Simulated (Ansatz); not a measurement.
System: C₅H₁₁O, charge 0, multiplicity 2. It need not be the lowest isomer of its formula. 
Structure (B3LYP-D3(BJ)/def2-TZVP (Ansatz, a first-principles code) minimum search):
```xyz
17

C      2.1886     0.4662    -0.9318
C      1.4939     0.0116     0.3006
C      0.0669    -0.4178     0.3287
C     -0.8482     0.3820    -0.6057
C     -2.2857    -0.1253    -0.6042
O     -0.4315    -0.4190     1.6729
H      2.2001    -0.3142    -1.7077
H      3.2251     0.7331    -0.7267
H      1.7012     1.3342    -1.3869
H      2.0835    -0.2658     1.1668
H     -0.0009    -1.4766     0.0302
H     -0.8171     1.4353    -0.3054
H     -0.4408     0.3362    -1.6192
H     -2.7073    -0.0942     0.4001
H     -2.9149     0.4774    -1.2612
H     -2.3339    -1.1602    -0.9518
H     -0.2360     0.4462     2.0529
```
Charge 0, spin multiplicity 2.

Wanted: atomisation energy (electronic, to ground-state atoms), in kcal/mol. Correlated levels leave the core frozen unless marked. UHF or UKS for open shells. No spin-orbit coupling. No relativistic terms. The coupled-cluster limit lacks core correlation, which all-electron functionals hold. Basis-set limits of correlation are two-point, X^-3; Hartree-Fock from the larger set. The bracket is a focal-point correction in the basis named.

```tsv
level	program	atomisation energy (kcal/mol)
PBE-D3(BJ)/def2-TZVPD	Ansatz + dftd3	[?]
revPBE/def2-TZVPD	Ansatz	[?]
PBE0/STO-3G	Ansatz	1872.1
r2SCAN0-D4/def2-TZVPD	Ansatz + dftd4	1578.2
HSE06-D3(BJ)/def2-TZVPD	Ansatz + dftd3	1600.6
wB97M-V/def2-TZVPD	Ansatz	1590.8
B2GP-PLYP-D3(BJ)/def2-TZVPD	Ansatz + dftd3	1569.4
SCS-MP2/6-31G*	Ansatz	1454.7
RI-MP2/CBS(cc-pVTZ,cc-pVQZ)+[CCSD(T)-MP2]/cc-pVTZ	Ansatz	1589.5
```

Problem. Complete the blanks.

Solution. 
- PBE-D3(BJ)/def2-TZVPD, atomisation energy (kcal/mol): 1623.3
- revPBE/def2-TZVPD, atomisation energy (kcal/mol): 1561.0
